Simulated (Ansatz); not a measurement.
Gas-phase electronic energies from Ansatz, PBE0-D4/def2-TZVP geometries. CCSD(T)/CBS is the MP2 limit (def2-TZVPP, def2-QZVPP) plus CCSD(T) − MP2 in def2-TZVPP, frozen cores. Elements past krypton have def2 core potentials. For Cd outer-core shells are correlated without core-valence functions, which leaves a few kJ/mol of doubt a bond. Each species was taken in one conformer, which may not be the lowest.

Consider the isomerisation: `C[O][Cd][CH3]` → `C[CH2][Cd][OH]`.

```tsv
level	ΔE (kcal/mol)
HF/def2-SVP	-5.0
MP2/def2-SVP	-10.0
```

(1) What does CCSD(T)/CBS give? (Best estimate.)

Largest T1 diagnostic among the species: 0.015.

Results:

(1) Ansatz gave: -12.1 kcal/mol. The listed levels differ from it by 7.1, 2.1 kcal/mol.

In def2-TZVPP, CCSD(T) changes the Hartree–Fock value by −3.4 kcal/mol (the triples alone add −0.3 kcal/mol) and MP2 by −5.0 kcal/mol. Leaving LDA and LC-ωPBE aside and taking each functional with its dispersion term where it has one, the values, not all of them listed here, spread over 1.8 kcal/mol, from PBE-QIDH to BHLYP-D4. At CCSD(T), def2-SVP lies +3.6 kcal/mol from the extrapolated value and def2-TZVPP +1.1 kcal/mol.

CCSD(T)/CBS has its own doubt, a few kJ/mol and more with outer-core shells, so smaller differences from it don't rank the levels.
